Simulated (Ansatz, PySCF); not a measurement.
BrClFHOSi, SMILES O[Si](F)(Cl)Br. Atoms are numbered in the order given.

```xyz
6

O     -1.6339    -1.1754    -0.4890
Si    -0.2674    -0.6066     0.2051
F     -0.3172    -0.7943     1.8049
Cl     1.2960    -1.6926    -0.5164
Br     0.0021     1.5561    -0.1717
H     -2.4382    -0.6462    -0.4156
```

Geometry: B3LYP-D3(BJ)/def2-SVP. Other conformers were not sampled.

Vertical ionisation energy (IE) and electron affinity (EA) in eV. Rows of orbital energies are one-electron estimates. Where ΔSCF, EOM or ADC give a negative EA the extra electron is unbound and the value depends on the basis.

```tsv
level	IE	EA
−ε(HOMO), −ε(LUMO), CAM-B3LYP/def2-TZVP (PySCF)	10.42	-0.64
−ε(HOMO), −ε(LUMO), PBE/def2-TZVP (PySCF)	7.73	1.37
ΔSCF, PBE0/def2-SVPD (Ansatz), final states of multiplicity 2 and 2	(withheld)	(withheld)
ΔSCF, PBE/def2-SVPD (Ansatz), final states of multiplicity 2 and 2	10.92	-0.34
```

Question: What belongs in the gaps? (Estimate from the structure and the level; the computed values follow.)

Answer: 
- ΔSCF, PBE0/def2-SVPD (Ansatz, a first-principles code), final states of multiplicity 2 and 2, IE: 11.40
- ΔSCF, PBE0/def2-SVPD (Ansatz), final states of multiplicity 2 and 2, EA: -0.57

Question: What vertical singlet–triplet gap does ΔSCF give with PBE0/def2-SVPD (Ansatz) and with PBE/def2-SVPD (Ansatz)? (Estimate from the structure and the level; the computed values follow.)

Answer: 6.71 and 6.23 eV (triplet above singlet where positive).
